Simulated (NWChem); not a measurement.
A series in which one site is exchanged, each optimised at PBE0/def2-SVP with NWChem, gas phase unless a solvent is named. Some are not confirmed as minima by frequencies. def2 effective core potentials on I; no spin-orbit coupling.

A: IB(F)I (BI$_{2}$F; site = F)
B: IB(I)I (BI3; site = I)
C: ClB(I)I (BI2Cl; site = Cl)
D: IBI (BHI₂; site = H)

Values for A:

| Item | Result |
|---|---|
| dipole (D), PBE0/def2-SVP | 0.35 |
| orbital gap (eV), PBE0/def2-SVP | 6.04 |
| lowest singlet excitation, CAM-B3LYP/def2-SVPD, TDA (eV) | 4.75 |

Task: How do these values change for the other members?

Result: 
```tsv
change from A	B	C	D
dipole (D), PBE0/def2-SVP	-0.35	-0.32	-0.25
orbital gap (eV), PBE0/def2-SVP	-1.19	-0.68	-0.78
lowest singlet excitation, CAM-B3LYP/def2-SVPD, TDA (eV)	-0.99	-0.60	-0.68
```
